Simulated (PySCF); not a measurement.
**Exercise with solution: dipole moment from atomic charges**

H4O2S2Si, SMILES S[Si](O)(O)S. Atoms are numbered in the order given.

```xyz
9

O      1.5017    -0.8706     0.7635
Si     0.1780    -0.3266    -0.0633
O     -0.1518    -1.4857    -1.2023
S     -1.6172    -0.0924     1.0924
S      0.6951     1.6105    -0.8088
H      1.5138    -1.8174     0.9559
H     -0.8716    -1.3118    -1.8206
H     -1.1648     0.9935     1.7606
H      1.9862     1.2702    -1.0366
```
Charge 0, spin multiplicity 1.

Coordinates come from a B3LYP-D3(BJ)/def2-SVP optimisation. One conformer was computed; it need not be the lowest.

Charges (e) from CAM-B3LYP/def2-TZVP (PySCF):

```
atom     IAO  Mulliken
----  ------  --------
O1    -0.801    -0.511
Si2    1.310     0.646
O3    -0.809    -0.514
S4    -0.342    -0.305
S5    -0.328    -0.298
H6     0.376     0.330
H7     0.379     0.330
H8     0.107     0.161
H9     0.108     0.163
```

The dipole moment of the full density is 0.83 D.

Problem. What dipole moment does each set of point charges give, and which comes closer to that of the density?

Solution. 
μ = Σ q r, and 1 e Å = 4.8032 D.
IAO: Σ q r = (-0.193, 0.038, -0.084) e Å, |μ| = 1.03 D.
Mulliken: Σ q r = (0.060, -0.120, -0.076) e Å, |μ| = 0.74 D.
Mulliken comes closer in size. Point charges leave out the atoms' own dipoles (lone pairs, polarised bonds); fits to the potential absorb them, partitions of the density don't.
